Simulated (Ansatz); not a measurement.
**Which is lower?**

The two ends of one reaction step of GeH4Br, doublet (PBE0-D4/def2-TZVP).

A:

Br1  (-1.715, -1.835, -0.221)
Ge2  (0.863, 0.927, 0.113)
H3  (-2.680, -2.874, -0.348)
H4  (1.259, 1.356, -1.311)
H5  (0.211, 2.084, 0.888)
H6  (2.062, 0.342, 0.878)
(Å)

B:

```json
{"atom": "Br1", "x (Å)": "-0.8114", "y (Å)": "-0.8461", "z (Å)": "-0.0942"}
{"atom": "Ge2", "x (Å)": "0.7690", "y (Å)": "0.8265", "z (Å)": "0.1006"}
{"atom": "H3", "x (Å)": "-3.1944", "y (Å)": "-3.4439", "z (Å)": "-0.4229"}
{"atom": "H4", "x (Å)": "1.1591", "y (Å)": "1.2486", "z (Å)": "-1.3190"}
{"atom": "H5", "x (Å)": "0.1176", "y (Å)": "1.9773", "z (Å)": "0.8732"}
{"atom": "H6", "x (Å)": "1.9601", "y (Å)": "0.2377", "z (Å)": "0.8623"}
```

Computed with Ansatz 0.2.0 (basis: def2-TZVPP); correlated methods freeze the cores; orbitals are unrestricted. Filled d shells of the heavier atoms are correlated. The def2 sets are not built for correlating such inner shells, so the correlated values are less sure here. B3LYP uses VWN-RPA correlation.

(1) Which structure is lower at CCSD(T), and by how much? (Judge from chemistry; the value comes from the calculation.)

T1 diagnostic: at most 0.010. ⟨S²⟩ of the unrestricted Hartree–Fock references: 0.75 to 0.76 (a pure state has 0.75).

Results:

(1) Computed: A, by 0.264 eV (electronic energy, against the other). By their contacts, A is a complex of GeH₃ + HBr and B is a complex of GeH₃Br ([GeH3][Br]) + H.

All methods give the same order:

```tsv
method	E(B) − E(A) (eV)
SPW92	0.309
PBE-D4	0.251
BLYP-D4	0.388
r2SCAN-D4	0.285
B97M-V	0.249
PBE0-D4	0.203
B3LYP-D4	0.352
r2SCAN0-D4	0.271
BHLYP-D4	0.264
CAM-B3LYP-D4	0.323
wB97X-V	0.169
wB97M-V	0.268
B2PLYP	0.267
PBE-QIDH	0.128
RPA on PBE	0.313
HF	0.005
MP2	0.075
CCSD	0.294
CCSD(T)	0.264
```

Labels in which every atom is bracketed show which atoms are joined, not bond orders.

For scale, one of the runs: CCSD(T)/def2-TZVPP, 152 basis functions, launched by `ansatz run in.yaml --threads 4 --pin off --events-out ev --progress --plain --max-ram 9574MiB`. Hardware: 4 CPU threads of an Arm Neoverse V1, shared host. Wall time 97 s; peak host memory 2.6 GiB.
